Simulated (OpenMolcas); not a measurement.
**Fe5+, Ru5+, Os5+: d3 down the group**

```
Program             : OpenMolcas 26.06
Method              : MS-CASPT2, IPEA 0.25 Eh, imaginary shift 0.1 Eh
Basis               : ANO-RCC-VTZP
Scalar Hamiltonian  : DKH2, point nucleus
Spin-orbit coupling : state interaction with AMFI integrals over the reference wave functions, term energies averaged over their components
```

Active space for each ion: 3 electrons in 5 orbitals (d); closed shells correlated by CASPT2: Fe5+ 3s 3p; Ru5+ 4s 4p; Os5+ 5s 5p.

Computed levels in cm-1 above 4F 3/2:

```csv
Level,Fe5+,Ru5+,Os5+
4F 5/2,544,1430,6550
4F 7/2,1275,3160,11680
4F 9/2,2170,5020,14980
4P 1/2,19600,13740,17360
4P 5/2,20460,15950,25520
2G 7/2,21300,15990,23450
2G 9/2,22050,17060,37870
2P 3/2,27370,24600,41130
2P 1/2,27590,20250,29690
weight of 4F in the lowest level (%),100,98,82
```

Mixed levels, with the weight of the term that names them: Fe5+ 2P 3/2 (61 %), Ru5+ 2G 9/2 (74 %), Ru5+ 2P 3/2 (51 %), Os5+ 4F 9/2 (57 %), Os5+ 4P 1/2 (67 %), Os5+ 2G 9/2 (57 %), Os5+ 2P 3/2 (56 %), Os5+ 2P 1/2 (67 %).

Measured, with the error of the calculation in %. Measured levels: Fe5+ from Corliss and Sugar, J. Phys. Chem. Ref. Data 11, 135 (1982); Os5+ from the list in Brasseur, Palmeri and Quinet, Atoms 13, 11 (2025).

```json
{"Level": "4F 5/2", "Fe5+": "511 (+6.4)", "Os5+": "6397 (+2.3)"}
{"Level": "4F 7/2", "Fe5+": "1188 (+7.3)", "Os5+": "11444 (+2.0)"}
{"Level": "4F 9/2", "Fe5+": "2001 (+8.3)", "Os5+": "14678 (+2.1)"}
{"Level": "4P 1/2", "Fe5+": "18738 (+4.6)", "Os5+": "16772 (+3.5)"}
{"Level": "4P 5/2", "Fe5+": "19611 (+4.3)", "Os5+": "24828 (+2.8)"}
{"Level": "2G 7/2", "Fe5+": "20616 (+3.3)", "Os5+": "22920 (+2.3)"}
{"Level": "2G 9/2", "Fe5+": "21315 (+3.5)", "Os5+": "37019 (+2.3)"}
{"Level": "2P 3/2", "Fe5+": "26215 (+4.4)", "Os5+": "40203 (+2.3)"}
{"Level": "2P 1/2", "Fe5+": "26496 (+4.1)", "Os5+": "28860 (+2.9)"}
```

The fine-structure level 4F 9/2 changes by a factor of 6.9 from Fe5+ to Os5+.

Without spin-orbit coupling 4P lies 18900, 12170, 11670 cm-1 above 4F in that order; the difference to the level 4P 1/2, of either sign, comes from spin-orbit coupling, which also lowers the zero.

CASPT2 breaks the degeneracy within a term, and the mean is taken; among the terms shown or strongly mixed into the levels shown the widest spread is 1000 cm-1 (3d3 4F, Fe5+). Terms from blocks run as CI alone lack orbitals of their own. Measured partners are found by configuration, term and J. A level has none where our copy of the source lacks it or the pairing is in doubt (some pairs that miss far off the trend of their configuration count as doubtful), and it then counts in no deviation. Levels of configurations outside the active space are missing.
